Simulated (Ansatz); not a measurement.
Computed with B3LYP-D3(BJ)/def2-TZVP (Ansatz, a first-principles code). No frequencies were computed at this level.

Ansatz 0.2 input:
```yaml
crystal:
  periodic: [false, false, false]
  atoms:
    - { symbol: N, position_ang: [2.793372, 0.0367, 0.296479] }
    - { symbol: C, position_ang: [1.707285, -0.210272, 0.035973] }
    - { symbol: O, position_ang: [0.530252, -0.513177, -0.268482] }
    - { symbol: Si, position_ang: [-0.993663, 0.084176, -0.044767] }
    - { symbol: H, position_ang: [-1.254231, 0.137937, 1.390002] }
    - { symbol: H, position_ang: [-1.054591, 1.410907, -0.649264] }
    - { symbol: H, position_ang: [-1.728424, -0.94627, -0.759942] }
basis:
  gaussian: { orbitals: def2-tzvp }
hamiltonian:
  xc: b3lyp
  dispersion: d3bj
relax:
  max_steps: 150
```

Output:

```
Functional definition: B3LYP
879 factors; their error is unknown
mean field evaluation 1: about -12496.3367 eV, gradient 6.1e1 eV
mean field evaluation 2: about -12484.9563 eV, gradient 9.1e1 eV
mean field evaluation 4: about -12502.7238 eV, gradient 7.0e0 eV
mean field evaluation 8: about -12502.8379 eV, gradient 2.5e-1 eV
mean field -12502.83800866 eV, -459.4708220902 hartree, gradient 5.6e-5 eV, S^2 0.000000; 0 other end points of the search recorded, 0 dependent functions left out
reference -12502.83825102 eV, -459.4708309968 hartree; 19, 19 occupied and 129, 129 virtual orbitals, 879 factors
relax step   1: F+E_penalty+E_count = -12503.05233873 eV  Δ(F+E_penalty+E_count) = +0.000e0 eV  max|allowed force component| = 1.386e0 eV/Å  Δτ_max = 0.0000 Å  (26 SCF iters, accepted)
these checks for a lower state are left out or cut short: starts, cluster_reference, orbital_swaps, neighbouring_geometries, increment
879 factors; their error is unknown
mean field evaluation 16: about -12502.8536 eV, gradient 3.4e0 eV
mean field -12502.91118505 eV, -459.4735112729 hartree, gradient 2.0e-5 eV, S^2 0.000000; 0 other end points of the search recorded, 0 dependent functions left out
reference -12502.91142924 eV, -459.4735202468 hartree; 19, 19 occupied and 129, 129 virtual orbitals, 879 factors
relax step   2: F+E_penalty+E_count = -12503.12324548 eV  Δ(F+E_penalty+E_count) = -7.091e-2 eV  max|allowed force component| = 5.013e-1 eV/Å  Δτ_max = 0.0903 Å  (32 SCF iters, accepted)
these checks for a lower state are left out or cut short: starts, cluster_reference, orbital_swaps, neighbouring_geometries, increment
879 factors; their error is unknown
mean field -12502.92291664 eV, -459.4739424008 hartree, gradient 2.1e-5 eV, S^2 0.000000; 0 other end points of the search recorded, 0 dependent functions left out
reference -12502.92316164 eV, -459.4739514047 hartree; 19, 19 occupied and 129, 129 virtual orbitals, 879 factors
relax step   3: F+E_penalty+E_count = -12503.13467629 eV  Δ(F+E_penalty+E_count) = -1.143e-2 eV  max|allowed force component| = 3.316e-1 eV/Å  Δτ_max = 0.0300 Å  (31 SCF iters, accepted)
these checks for a lower state are left out or cut short: starts, cluster_reference, orbital_swaps, neighbouring_geometries, increment
879 factors; their error is unknown
mean field evaluation 32: about -12502.9400 eV, gradient 2.5e-1 eV
mean field -12502.94011274 eV, -459.4745743458 hartree, gradient 2.1e-5 eV, S^2 0.000000; 0 other end points of the search recorded, 0 dependent functions left out
reference -12502.94035847 eV, -459.4745833763 hartree; 19, 19 occupied and 129, 129 virtual orbitals, 879 factors
relax step   4: F+E_penalty+E_count = -12503.15387283 eV  Δ(F+E_penalty+E_count) = -1.920e-2 eV  max|allowed force component| = 4.524e-1 eV/Å  Δτ_max = 0.0694 Å  (31 SCF iters, accepted)
these checks for a lower state are left out or cut short: starts, cluster_reference, orbital_swaps, neighbouring_geometries, increment
879 factors; their error is unknown
mean field -12502.94590849 eV, -459.4747873360 hartree, gradient 2.1e-5 eV, S^2 0.000000; 0 other end points of the search recorded, 0 dependent functions left out
reference -12502.94615363 eV, -459.4747963445 hartree; 19, 19 occupied and 129, 129 virtual orbitals, 879 factors
relax step   5: F+E_penalty+E_count = -12503.16162697 eV  Δ(F+E_penalty+E_count) = -7.754e-3 eV  max|allowed force component| = 3.358e-1 eV/Å  Δτ_max = 0.0683 Å  (30 SCF iters, accepted)
these checks for a lower state are left out or cut short: starts, cluster_reference, orbital_swaps, neighbouring_geometries, increment
879 factors; their error is unknown
mean field -12502.94735192 eV, -459.4748403810 hartree, gradient 2.2e-5 eV, S^2 0.000000; 0 other end points of the search recorded, 0 dependent functions left out
reference -12502.94759700 eV, -459.4748493875 hartree; 19, 19 occupied and 129, 129 virtual orbitals, 879 factors
relax step   6: F+E_penalty+E_count = -12503.16368304 eV  Δ(F+E_penalty+E_count) = -2.056e-3 eV  max|allowed force component| = 7.606e-2 eV/Å  Δτ_max = 0.0192 Å  (32 SCF iters, accepted)
these checks for a lower state are left out or cut short: starts, cluster_reference, orbital_swaps, neighbouring_geometries, increment
879 factors; their error is unknown
mean field -12502.94722461 eV, -459.4748357023 hartree, gradient 2.2e-5 eV, S^2 0.000000; 0 other end points of the search recorded, 0 dependent functions left out
reference -12502.94746958 eV, -459.4748447047 hartree; 19, 19 occupied and 129, 129 virtual orbitals, 879 factors
relax step   7: F+E_penalty+E_count = -12503.16410044 eV  Δ(F+E_penalty+E_count) = -4.174e-4 eV  max|allowed force component| = 7.233e-3 eV/Å  Δτ_max = 0.0178 Å  (31 SCF iters, accepted)
879 factors; their error is unknown
mean field evaluation 64: about -12502.8964 eV, gradient 2.7e0 eV
mean field -12502.94722461 eV, -459.4748357023 hartree, gradient 6.2e-5 eV, S^2 0.000000; 1 other end points of the search recorded, 0 dependent functions left out
reference -12502.94746957 eV, -459.4748447047 hartree; 19, 19 occupied and 129, 129 virtual orbitals, 879 factors
Total energy: -12503.16434541 eV, -459.4828147445 hartree
Atom 0 at     2.720308     0.185065     0.381916 Å, force    -0.005921     0.001732     0.000499 eV/Å
Atom 1 at     1.688880    -0.205041     0.037392 Å, force    -0.000032    -0.003429    -0.002138 eV/Å
Atom 2 at     0.560143    -0.664886    -0.360193 Å, force     0.007233    -0.002062    -0.000582 eV/Å
Atom 3 at    -0.955550     0.048240    -0.063461 Å, force     0.002453     0.001419     0.001127 eV/Å
Atom 4 at    -1.159906     0.108781     1.394912 Å, force    -0.000575     0.002759    -0.000248 eV/Å
Atom 5 at    -0.958264     1.394135    -0.664161 Å, force    -0.000843     0.001051     0.002487 eV/Å
Atom 6 at    -1.895611    -0.866292    -0.726406 Å, force    -0.002316    -0.001469    -0.001144 eV/Å
Dipole moment:    -0.970160    -0.050722    -0.126668 e Å
```

Cost: very roughly 27 core-seconds.
